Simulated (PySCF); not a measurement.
**Boron: a sound run and one with changed settings**

Sound run: B+ [He] 2s2, B(2+) [He] 2s1. All numbers are calculated (PySCF 2.14, the spin-free X2C one-electron Hamiltonian (Gaussian nucleus), in aug-cc-pVDZ-DK). The sound run starts from symmetry-adapted Hartree-Fock orbitals and uses a fine grid where one is needed.

Changed run: radial step 1.2 in ln r (0.13 in the sound run). This setting is unsound on purpose.

```
species  method  sound run (hartree)  changed run (hartree)  converged
     B+     UHF            -24.24184              -24.24184        yes
     B+  M06-2X            -24.34923              -24.35856        yes
     B+    TPSS            -24.35022              -24.52901        yes
  B(2+)     UHF            -23.37829              -23.37829        yes
  B(2+)  M06-2X            -23.43711              -23.42410        yes
  B(2+)    TPSS            -23.44205              -23.54718        yes
```

Ionisation energy of B+:

| method | sound run (eV) | changed run (eV) |
| --- | --- | --- |
| UHF | 23.499 | 23.499 |
| M06-2X | 24.820 | 25.428 |
| TPSS | 24.713 | 26.717 |

A coarse radial grid mis-integrates the density and the exchange-correlation energy, with errors of either sign; Hartree-Fock needs no grid.

For comparison, NIST gives 25.155 eV between the lowest levels.
